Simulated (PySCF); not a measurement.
H6S, SMILES [H][S@OH16]([H])([H])([H])([H])[H]. Geometry optimised at ωB97X-D3(BJ)/def2-TZVP.

All values below come from ωB97X-D3(BJ)/def2-TZVP (PySCF).

Harmonic wavenumbers (cm⁻¹): 1365, 1365, 1365, 1406, 1406, 1406, 1425, 1425, 1425, 2059, 2059, 2168, 2168, 2168, 2357. Rotational constants (GHz): 63.38, 63.38, 63.38; symmetry number 24.

**Question.** Work out the zero-point energy and the ideal-gas rigid-rotor harmonic-oscillator thermochemistry at 298.15 K and 1 atm.

**Answer.** ZPE = ½ Σ hcν = ½ × 25569 cm⁻¹ = 36.55 kcal/mol. H − E(el) = 38.97 kcal/mol. Entropy in cal/(mol K): translation 36.84, rotation 11.47, vibration 0.17, total 48.48. G − E(el) = 24.51 kcal/mol. Cp = 8.95 cal/(mol K).
